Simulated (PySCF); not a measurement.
Finite-field polarisability of Sn (tin, neutral)

[Kr] 4d10 5s2 5p2, high-spin 3P determinant. Computed with PySCF 2.14 in aug-cc-pVTZ-DK3, with the spin-free X2C one-electron Hamiltonian (Gaussian nucleus). Frozen: [Kr] 4d10. Energy changes in a uniform field (μhartree):

```csv
axis,F (au),HF,MP2,CCSD,CCSD(T)
x,0.0021,-103.587,-103.709,-103.291,-103.494
x,0.0042,-414.519,-415.009,-413.337,-414.151
y,0.0018,-101.026,-100.483,-100.302,-100.492
y,0.0036,-404.702,-402.515,-401.791,-402.555
```

By symmetry the remaining axis equals y.

Task: Derive α along x at CCSD(T) from the two fields.

Result: With ΔE = −αF²/2 − γF⁴/24, α = −(16 ΔE(F) − ΔE(2F))/(6F²) = 46.93 bohr³.

Task: And the mean polarisability at each level?

Result: The components xx, yy, zz at CCSD(T) are 46.93, 62.00, 62.00, the third axis being equal by symmetry to one of the two computed. Means: HF 57.21, MP2 57.01, CCSD 56.87, CCSD(T) 56.98 bohr³. Reference: 53 ± 6 bohr³ (recommended; Schwerdtfeger and Nagle, table of static dipole polarizabilities (2023 update)).
